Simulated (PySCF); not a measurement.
C₃H₁₂N₂Si, SMILES CC(C)[SiH](N)N. Coordinates come from a PBE-D3(BJ)/def2-SVP optimisation. This is a generated structure with no PubChem entry under its InChIKey; it may be hypothetical. One conformer was computed; it need not be the lowest.

Computed equilibrium geometry at PBE-D3(BJ)/def2-SVP (PySCF confirms it by a frequency run) as bond lengths and angles (one conformer of several):
Atoms: C1 C2 C3 Si4 N5 N6 H7 H8 H9 H10 H11 H12 H13 H14 H15 H16 H17 H18. Bond lengths (Å): C1–C2 1.536, C1–H7 1.111, C1–H8 1.110, C1–H9 1.112, C2–C3 1.536, C2–Si4 1.908, C2–H10 1.116, C3–H11 1.112, C3–H12 1.112, C3–H13 1.109, Si4–N5 1.744, Si4–N6 1.746, Si4–H14 1.516, N5–H15 1.022, N5–H16 1.023, N6–H17 1.023, N6–H18 1.023. Bond angles (°): C2–C1–H7 111.8, C2–C1–H8 112.1, C2–C1–H9 110.7, H7–C1–H8 107.6, H7–C1–H9 107.2, H8–C1–H9 107.2, C1–C2–C3 111.9, C1–C2–Si4 110.2, C1–C2–H10 108.4, C3–C2–Si4 111.1, C3–C2–H10 108.7, Si4–C2–H10 106.5, C2–C3–H11 110.7, C2–C3–H12 111.8, C2–C3–H13 111.9, H11–C3–H12 107.0, H11–C3–H13 107.0, H12–C3–H13 108.3, C2–Si4–N5 116.4, C2–Si4–N6 106.0, C2–Si4–H14 107.7, N5–Si4–N6 105.8, N5–Si4–H14 103.5, N6–Si4–H14 117.8, Si4–N5–H15 119.3, Si4–N5–H16 119.7, H15–N5–H16 111.1, Si4–N6–H17 118.7, Si4–N6–H18 118.3, H17–N6–H18 110.3.
Charge 0, spin multiplicity 1.
